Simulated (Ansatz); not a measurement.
Ca2Si2⁺ (the lowest doublet isomer of a short search). Total charge 1; doublet. Geometry r2SCAN-D4/def2-TZVP, basis def2-TZVP, Ansatz.

```xyz
4

Ca    1.344   -0.198   -2.102
Ca   -1.325    0.196    2.114
Si   -0.155   -1.107    0.005
Si    0.136    1.109   -0.018
```

```
run  HOMO (eV)  LUMO (eV)
  A      -7.20      -6.19
  B      -7.87      -5.62
  C      -7.49      -5.88
  D      -7.94      -5.42
  E      -7.15      -6.48
```

The structure comes from a short search, and lower isomers may exist.

HOMO and LUMO are taken over both spins.

Task: The runs used PBE, PBE0, r2SCAN, r2SCAN0, r2SCANh. Estimate which is which.

Result: A r2SCAN (0 % exact exchange); B PBE0 (25 % exact exchange); C r2SCANh (10 % exact exchange); D r2SCAN0 (25 % exact exchange); E PBE (0 % exact exchange). Exact exchange lowers occupied and raises empty levels; among semilocal functionals meta-GGAs tend to open the gap a little, and such runs are hard to tell apart. The gap grows from 0.66 eV (PBE) to 2.52 eV (r2SCAN0).
